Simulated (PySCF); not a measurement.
**`InChI=1S/C8H8O/c1-7(9)8-5-3-2-4-6-8/h2-6H,1H3`**

Geometry:
```json
{"atom": "C1", "x (Å)": "-2.612", "y (Å)": "-0.133", "z (Å)": "0.667"}
{"atom": "C2", "x (Å)": "-1.681", "y (Å)": "0.581", "z (Å)": "-0.283"}
{"atom": "O3", "x (Å)": "-2.092", "y (Å)": "1.399", "z (Å)": "-1.076"}
{"atom": "C4", "x (Å)": "-0.236", "y (Å)": "0.236", "z (Å)": "-0.205"}
{"atom": "C5", "x (Å)": "0.285", "y (Å)": "-0.699", "z (Å)": "0.689"}
{"atom": "C6", "x (Å)": "1.641", "y (Å)": "-0.966", "z (Å)": "0.702"}
{"atom": "C7", "x (Å)": "2.495", "y (Å)": "-0.310", "z (Å)": "-0.170"}
{"atom": "C8", "x (Å)": "1.988", "y (Å)": "0.621", "z (Å)": "-1.063"}
{"atom": "C9", "x (Å)": "0.634", "y (Å)": "0.891", "z (Å)": "-1.078"}
{"atom": "H10", "x (Å)": "-2.568", "y (Å)": "-1.207", "z (Å)": "0.500"}
{"atom": "H11", "x (Å)": "-2.327", "y (Å)": "0.074", "z (Å)": "1.697"}
{"atom": "H12", "x (Å)": "-3.628", "y (Å)": "0.215", "z (Å)": "0.500"}
{"atom": "H13", "x (Å)": "-0.360", "y (Å)": "-1.222", "z (Å)": "1.377"}
{"atom": "H14", "x (Å)": "2.036", "y (Å)": "-1.692", "z (Å)": "1.398"}
{"atom": "H15", "x (Å)": "3.553", "y (Å)": "-0.525", "z (Å)": "-0.154"}
{"atom": "H16", "x (Å)": "2.649", "y (Å)": "1.135", "z (Å)": "-1.745"}
{"atom": "H17", "x (Å)": "0.217", "y (Å)": "1.613", "z (Å)": "-1.765"}
```

Computed with quadratic response B3LYP/def2-SVPD first hyperpolarisability, Taylor convention, gas phase in PySCF 2.14.0. Geometry: GFN2-xTB.

Question: Give the tensor of the second harmonic β(−2ω;ω,ω) at 1064 nm in the axes of these coordinates.

Answer: In au, Taylor convention; rows are the first index (the induced dipole):
|  | xx | yy | zz | xy | xz | yz |
| --- | --- | --- | --- | --- | --- | --- |
| x | +434.1 | -6.2 | -30.1 | -86.3 | -2.1 | +8.8 |
| y | -85.9 | +48.1 | +11.7 | -0.8 | +3.2 | -10.5 |
| z | -2.5 | -9.5 | -40.1 | +3.2 | -23.9 | +10.5 |

Norm of βᵢ = ⅓ Σⱼ (βᵢⱼⱼ + βⱼᵢⱼ + βⱼⱼᵢ): 409.8 au, hyper-Rayleigh value 182.5 au.
